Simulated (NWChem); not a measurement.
Molecule: NH3SeO; SMILES N[Se]O

```xyz
6

Se     0.4125    -0.0086    -0.0337
O     -0.6430    -1.5243    -0.1078
H     -0.8007    -1.7798     0.8172
N     -0.7424     1.4134     0.0084
H     -1.3140     1.4614     0.8469
H     -1.3147     1.4908    -0.8278
```
Atoms are numbered in this order, from 1.

All runs: NWChem. Pople sets run with spherical d functions. Coordinates come from a B3LYP/6-31G* (spherical d) optimisation. Vzz is the largest principal value of the second derivative of the potential at the nucleus (NWChem prints the opposite sign); η is the asymmetry. Non-relativistic.

For level PBE0/cc-pVTZ:

| Quantity | Value |
|---|---|
| Vzz Se1 (a.u.) | -8.577 |
| Vzz N4 (a.u.) | -0.898 |

Q: How do the values read with level PBE0/6-31G* instead?

A: Vzz Se1 (a.u.): -8.404
Vzz N4 (a.u.): -0.866
